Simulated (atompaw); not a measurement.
# u(r) = r·R(r): atom against pseudo-atom (Ag)

Columns: radius, all-electron u(r) and pseudo u(r) of the 4p shell (level -66.82 eV) of silver in the configuration [Ar] 3d10 4s2 4p6 4d10 5s0 5p0; PBE, scalar-relativistic, PAW (atompaw) scheme, atompaw 4.2.0.5.

```csv
r (bohr),all-electron,pseudo
0.069,0.4042,0.0160
0.138,0.0112,0.0628
0.208,-0.4752,0.1388
0.277,-0.6171,0.2369
0.346,-0.4596,0.3519
0.415,-0.1456,0.4764
0.485,0.2119,0.6049
0.554,0.5313,0.7261
0.623,0.7858,0.8350
0.692,0.9671,0.9259
0.762,1.0806,0.9954
0.831,1.1336,1.0391
0.900,1.1407,1.0573
0.969,1.1139,1.0509
1.038,1.0638,1.0225
1.108,0.9977,0.9750
1.177,0.9243,0.9143
1.246,0.8474,0.8447
1.315,0.7704,0.7707
1.385,0.6947,0.6954
1.454,0.6239,0.6242
1.523,0.5577,0.5577
1.592,0.4966,0.4966
1.662,0.4401,0.4401
1.731,0.3895,0.3895
1.800,0.3440,0.3440
```

Q: How many radial nodes do the two functions have?

A: The all-electron 4p function has n − l − 1 = 2; the pseudo-wave has 0, since the states of the same l below it are removed with the core.

Q: At about which radius was the pseudo-wave matched?

A: 1.55 bohr. The columns agree to 0.0005 from 1.45 bohr on; several derivatives are matched, so the curves merge somewhat inside the radius.

Q: Is the pseudo-wave norm-conserving?

A: No, it belongs to a PAW set: the norm inside the radius is not constrained, and the difference is carried by the augmentation charge.
